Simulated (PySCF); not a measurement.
PySCF job for C2H10O2Si2, SMILES C[C@H](O)[SiH2]O[SiH3], PBE-D3(BJ)/def2-SVP. Geometry optimised at PBE-D3(BJ)/def2-SVP. The structure was generated by enumeration; whether it is a known compound was not checked. One conformer was computed; it need not be the lowest.

```python
import numpy as np
from pyscf import gto, scf, dft, df
from pyscf.hessian import thermo

mol = gto.M(
    atom='''
    C    -2.39031839   -1.05920517   -0.08535470
    C    -1.68169936    0.07638211   -0.82796333
    O    -0.95187990   -0.39322704   -1.96973014
    Si   -0.41555161    1.01982130    0.24074664
    O     0.85816687   -0.09486632    0.29768173
    Si    2.39728401   -0.22351354    0.95397449
    H    -3.01545498   -1.64375920   -0.79118340
    H    -3.04126100   -0.67192687    0.72570800
    H    -1.65516635   -1.75360988    0.37383986
    H    -2.43965039    0.78875066   -1.22201374
    H    -0.17059153   -0.86104584   -1.60940516
    H     0.05260057    2.28219894   -0.43059995
    H    -0.87241928    1.33419946    1.64376460
    H     3.29048958    0.87008868    0.43178692
    H     2.94914301   -1.56001993    0.55277476
    H     2.33986779   -0.13149958    2.45552785
    ''',
    basis='def2-SVP',
    charge=0,
    spin=0,
    max_memory=1600,
    verbose=3,
)
mf = dft.RKS(mol, xc='pbe').density_fit(auxbasis='def2-universal-jkfit')
mf.disp = 'd3bj'
mf.grids.level = 3
mf.conv_tol = 1e-11
mf.max_cycle = 100
mf.kernel()

# [left out here: the lines that compute and print the analytic Hessian (its translational invariance restored by hand, since the grid's response is missing), thermochemistry and intensities]
```

It prints:

```
[...]
      14   H                -0.02 -0.00 -0.01   -0.02 -0.00 -0.01    0.01  0.00  0.00
      15   H                -0.02 -0.00 -0.00   -0.01 -0.00 -0.00    0.01 -0.00  0.00
Mode                                27                  28                  29
Irrep
Freq [cm^-1]                     1260.5728           1328.3608           1363.6515
Reduced mass [au]                   1.3093              1.2581              1.1591
Force const [Dyne/A]                1.2258              1.3080              1.2699
Char temp [K]                    1813.6835           1911.2154           1961.9910
Normal mode                   x     y     z       x     y     z       x     y     z
       0   C                -0.06  0.04 -0.03    0.07  0.09 -0.06   -0.01 -0.02  0.02
       1   C                 0.11  0.02 -0.03   -0.02 -0.01  0.00   -0.03  0.04 -0.06
       2   O                -0.01  0.00 -0.01    0.00 -0.00  0.01    0.04 -0.02  0.04
       3  Si                -0.00 -0.01 -0.00   -0.00  0.00 -0.00    0.00  0.00  0.00
       4   O                 0.00  0.00  0.00   -0.00 -0.00 -0.00   -0.00 -0.00 -0.00
       5  Si                -0.00  0.00 -0.00    0.00 -0.00  0.00    0.00 -0.00  0.00
       6   H                 0.06 -0.22  0.08   -0.21 -0.20  0.42   -0.07  0.03  0.03
       7   H                 0.06 -0.14  0.16   -0.21 -0.51  0.02   -0.13  0.09 -0.13
       8   H                 0.03  0.12 -0.05   -0.35 -0.22  0.16    0.13  0.03 -0.15
       9   H                -0.46 -0.37  0.38    0.00  0.03  0.04   -0.29  0.10  0.53
      10   H                -0.12  0.07  0.33    0.05 -0.03 -0.12    0.20 -0.18 -0.56
      11   H                -0.02 -0.00 -0.00    0.01  0.00  0.01   -0.00  0.00 -0.02
      12   H                 0.04  0.02 -0.00    0.00 -0.00 -0.00   -0.00 -0.01  0.01
      13   H                 0.01 -0.01  0.00   -0.00  0.00 -0.00   -0.00  0.01 -0.00
      14   H                 0.00  0.00  0.00   -0.00 -0.00 -0.00   -0.00 -0.01 -0.00
      15   H                 0.01 -0.00 -0.00   -0.00  0.00  0.00   -0.01  0.00  0.00
Mode                                30                  31                  32
Irrep
Freq [cm^-1]                     1406.9031           1423.6008           2137.6550
Reduced mass [au]                   1.0607              1.0468              1.0366
Force const [Dyne/A]                1.2370              1.2500              2.7910
Char temp [K]                    2024.2202           2048.2446           3075.6097
Normal mode                   x     y     z       x     y     z       x     y     z
       0   C                -0.03  0.02 -0.03   -0.01  0.04  0.03    0.00  0.00  0.00
       1   C                -0.04  0.00 -0.02   -0.00  0.02  0.02   -0.00 -0.00 -0.00
       2   O                 0.01 -0.01  0.01   -0.00 -0.00 -0.00    0.00  0.00  0.00
       3  Si                 0.00  0.00  0.00   -0.00  0.00 -0.00   -0.01  0.01  0.03
       4   O                -0.00 -0.00 -0.00    0.00 -0.00  0.00   -0.00  0.00 -0.00
       5  Si                 0.00 -0.00  0.00    0.00 -0.00  0.00   -0.00 -0.00 -0.00
       6   H                 0.37 -0.11 -0.27    0.33 -0.48  0.14    0.00  0.00 -0.00
       7   H                 0.49 -0.02  0.41   -0.02  0.32 -0.13    0.00  0.00  0.00
       8   H                -0.34 -0.11  0.33   -0.14 -0.45 -0.48    0.00  0.00  0.00
       9   H                -0.02  0.11  0.11    0.03  0.00 -0.07    0.00  0.01  0.00
      10   H                 0.08 -0.05 -0.20   -0.00 -0.00  0.00   -0.00 -0.01 -0.00
      11   H                 0.00  0.00 -0.01    0.01 -0.00  0.01   -0.05 -0.14  0.09
      12   H                -0.01 -0.00  0.01    0.00 -0.00 -0.00    0.29 -0.19 -0.88
      13   H                -0.00  0.00 -0.00   -0.00  0.00 -0.00    0.05  0.06 -0.03
      14   H                -0.00 -0.00 -0.00   -0.00 -0.00 -0.00    0.01 -0.03 -0.01
      15   H                -0.00  0.00  0.00   -0.00 -0.00 -0.00   -0.01  0.01  0.17
Mode                                33                  34                  35
Irrep
Freq [cm^-1]                     2157.9443           2161.8776           2166.0765
Reduced mass [au]                   1.0352              1.0447              1.0442
Force const [Dyne/A]                2.8403              2.8766              2.8867
Char temp [K]                    3104.8013           3110.4605           3116.5019
Normal mode                   x     y     z       x     y     z       x     y     z
       0   C                -0.00  0.00 -0.00   -0.00 -0.00 -0.00    0.00  0.00  0.00
       1   C                -0.00 -0.00  0.00    0.00  0.00  0.00    0.00 -0.00 -0.00
       2   O                 0.00  0.00 -0.00   -0.00 -0.00 -0.00   -0.00 -0.00  0.00
       3  Si                -0.01 -0.01  0.01   -0.00 -0.01  0.00    0.01  0.02 -0.02
       4   O                 0.00 -0.00  0.00   -0.00  0.00 -0.00   -0.00  0.00  0.00
       5  Si                 0.02  0.02  0.00    0.01  0.01 -0.03    0.01  0.01 -0.01
       6   H                -0.00 -0.00  0.00   -0.00 -0.00  0.00    0.00  0.00 -0.00
       7   H                 0.00  0.00  0.00    0.00  0.00 -0.00   -0.00 -0.00 -0.00
       8   H                -0.00  0.00  0.00    0.00  0.00 -0.00   -0.00 -0.00 -0.00
       9   H                 0.00 -0.00  0.00   -0.00 -0.00 -0.00   -0.00  0.01  0.00
      10   H                -0.00 -0.00 -0.00   -0.00  0.00  0.00    0.00 -0.00 -0.00
      11   H                 0.16  0.41 -0.22    0.08  0.21 -0.12   -0.24 -0.66  0.35
      12   H                 0.06 -0.05 -0.19   -0.03  0.02  0.10   -0.02  0.02  0.09
      13   H                -0.45 -0.55  0.27   -0.13 -0.18  0.07   -0.34 -0.41  0.20
      14   H                -0.03  0.09  0.02    0.02 -0.03 -0.02   -0.01  0.02 -0.00
      15   H                 0.02 -0.01 -0.31   -0.04  0.06  0.90   -0.00  0.01  0.06
Mode                                36                  37                  38
Irrep
Freq [cm^-1]                     2188.2777           2959.0046           2982.4046
Reduced mass [au]                   1.0441              1.0357              1.0847
Force const [Dyne/A]                2.9458              5.3427              5.6845
Char temp [K]                    3148.4443           4257.3489           4291.0162
Normal mode                   x     y     z       x     y     z       x     y     z
       0   C                -0.00 -0.00 -0.00   -0.02 -0.04  0.02   -0.01  0.00 -0.00
       1   C                 0.00  0.00  0.00   -0.00  0.00 -0.00    0.05 -0.05  0.03
       2   O                -0.00 -0.00 -0.00    0.00 -0.00  0.00   -0.00  0.00 -0.00
       3  Si                 0.00 -0.00  0.00    0.00 -0.00  0.00    0.00 -0.00 -0.00
       4   O                -0.00  0.00 -0.00   -0.00  0.00 -0.00   -0.00  0.00 -0.00
       5  Si                -0.01  0.03  0.01    0.00 -0.00  0.00   -0.00  0.00 -0.00
       6   H                -0.00 -0.00  0.00    0.31  0.28  0.35    0.03  0.03  0.04
       7   H                 0.00 -0.00  0.00    0.32 -0.20 -0.39    0.03 -0.02 -0.05
       8   H                 0.00  0.00  0.00   -0.41  0.37 -0.25    0.06 -0.05  0.04
       9   H                -0.00 -0.00 -0.00    0.01 -0.01  0.00   -0.65  0.60 -0.35
      10   H                 0.00  0.00  0.00   -0.00  0.00 -0.00    0.01 -0.01  0.01
      11   H                 0.00  0.02 -0.01   -0.00 -0.00 -0.00    0.00  0.00 -0.00
      12   H                -0.00  0.00  0.01    0.00 -0.00 -0.00    0.00  0.00  0.00
      13   H                -0.04 -0.04  0.03   -0.00  0.00 -0.00    0.00  0.00  0.00
      14   H                 0.35 -0.87 -0.26   -0.00  0.00 -0.00   -0.00  0.00  0.00
      15   H                 0.00  0.01 -0.07   -0.00  0.00 -0.00    0.00 -0.00  0.00
Mode                                39                  40                  41
Irrep
Freq [cm^-1]                     3048.8211           3059.2704           3633.8473
Reduced mass [au]                   1.1031              1.1038              1.0662
Force const [Dyne/A]                6.0411              6.0865              8.2953
Char temp [K]                    4386.5747           4401.6090           5228.2971
Normal mode                   x     y     z       x     y     z       x     y     z
       0   C                 0.08 -0.03  0.03   -0.00  0.05  0.07   -0.00  0.00 -0.00
       1   C                 0.01 -0.01  0.00   -0.00  0.00  0.00    0.00 -0.00  0.00
       2   O                -0.00  0.00 -0.00    0.00 -0.00 -0.00    0.05 -0.03  0.02
       3  Si                 0.00 -0.00 -0.00   -0.00 -0.00  0.00   -0.00  0.00 -0.00
       4   O                -0.00  0.00 -0.00    0.00 -0.00 -0.00    0.00 -0.00 -0.00
       5  Si                -0.00 -0.00 -0.00   -0.00  0.00  0.00    0.00  0.00  0.00
       6   H                -0.24 -0.24 -0.29   -0.37 -0.34 -0.41    0.00  0.00 -0.00
       7   H                -0.22  0.13  0.29    0.41 -0.24 -0.50   -0.00 -0.00  0.00
       8   H                -0.49  0.46 -0.30    0.02 -0.01  0.03    0.00 -0.00  0.00
       9   H                -0.08  0.08 -0.05    0.00 -0.01  0.00   -0.01  0.01 -0.01
      10   H                -0.00 -0.00  0.00   -0.00  0.00 -0.00   -0.78  0.47 -0.34
      11   H                 0.00  0.00 -0.00    0.00 -0.00 -0.00    0.00 -0.00  0.00
      12   H                -0.00 -0.00  0.00    0.00  0.00 -0.00    0.00 -0.00  0.00
      13   H                 0.00  0.00  0.00    0.00  0.00 -0.00   -0.00 -0.00 -0.00
      14   H                 0.00  0.00 -0.00    0.00 -0.00 -0.00   -0.00 -0.00 -0.00
      15   H                 0.00  0.00  0.00    0.00 -0.00 -0.00   -0.00 -0.00 -0.00
temperature 298.1500 [K]
pressure 101325.00 [Pa]
Rotational constants [GHz] 4.08685 1.10727 1.06692
Symmetry number 1
Zero-point energy (ZPE) 0.11396 [Eh]   299192.456 [J/mol]
                           tot       elec      trans        rot        vib
Entropy [J/mol/K]       417.279      0.000    168.688    119.617    128.974
Cv [J/mol/K]            144.083      0.000     12.472     12.472    119.139
Cp [J/mol/K]            152.397      0.000     20.786     12.472    119.139
Internal energy [J/mol]                      3718.434   3718.434 317923.183
Internal energy [Eh]   -810.66791  -810.79183
Enthalpy [J/mol]                             6197.391   3718.434 317923.183
Enthalpy [Eh]          -810.66697
Gibbs free energy [J/mol]                  -44096.833 -31945.319 279469.504
Gibbs free energy [Eh] -810.71435
mode   freq/cm-1   IR/(km/mol)
   1       33.32         0.611
   2       49.56         0.190
   3       78.52         0.222
   4       91.02         2.448
   5      149.06         3.483
   6      206.15         2.292
   7      254.47         0.578
   8      348.72         4.749
   9      444.73        43.740
  10      463.01       109.009
  11      569.96         7.305
  12      591.02        22.222
  13      635.60         0.243
  14      676.16         3.179
  15      713.52        54.584
  16      715.00        57.395
  17      843.44       358.407
  18      885.46        86.776
  19      910.72        62.725
  20      916.04        22.066
  21      922.09       208.299
  22      948.84       177.016
  23      972.70        90.689
  24     1023.70       255.543
  25     1061.18        68.489
  26     1067.35        55.488
  27     1171.47         5.402
  28     1260.57         9.146
  29     1328.36         3.909
  30     1363.65        50.022
  31     1406.90         9.301
  32     1423.60         2.182
  33     2137.66        96.674
  34     2157.94        49.253
  35     2161.88       103.138
  36     2166.08       219.009
  37     2188.28       105.892
  38     2959.00        18.363
  39     2982.40        15.045
  40     3048.82        20.391
  41     3059.27        13.402
  42     3633.85        41.489
max |gradient| / (hartree/bohr): 5.696126078553673e-05
APT charges: [-2.3500e-02  2.1790e-01 -6.1370e-01  1.3795e+00 -1.2216e+00  1.4186e+00
 -1.8400e-02 -1.9000e-03 -6.0000e-04 -3.6800e-02  2.7690e-01 -2.8150e-01
 -2.9340e-01 -2.7170e-01 -2.5810e-01 -2.7170e-01]
```

Self-consistency was reached.
